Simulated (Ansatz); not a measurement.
Cartesian coordinates in Å:
```
C -1.256 -1.479 0.151
Sn -0.589 0.522 0.541
Si 1.659 0.978 -0.618
F 2.739 -0.098 -0.104
H -2.199 -1.659 0.667
H -0.512 -2.191 0.507
H -1.402 -1.619 -0.919
H -1.755 1.633 -0.042
H -0.442 0.755 2.230
H 2.198 2.331 -0.318
H 1.558 0.828 -2.095
```

Total charge 0; spin multiplicity 1. Sn takes the def2 core potential.

Problem. List the PBE0/def2-TZVPP orbital energies in eV (Ansatz 0.2.0). (An estimate is asked.)

Solution. Computed: Occupied: -1803.61, -673.71, -278.19, -145.83, -139.75, -100.54, -100.47, -100.46, -94.37, -94.36, -94.34, -33.05, -28.16, -28.14, -28.11, -28.02, -28.02, -19.44, -15.74, -13.87, -12.68, -12.60, -12.14, -11.54, -11.48, -9.70, -8.95, -8.55, -7.75. Lowest empty: -0.64, 0.00, 0.32, 0.93, 1.50, 1.60, 2.09, 2.33.
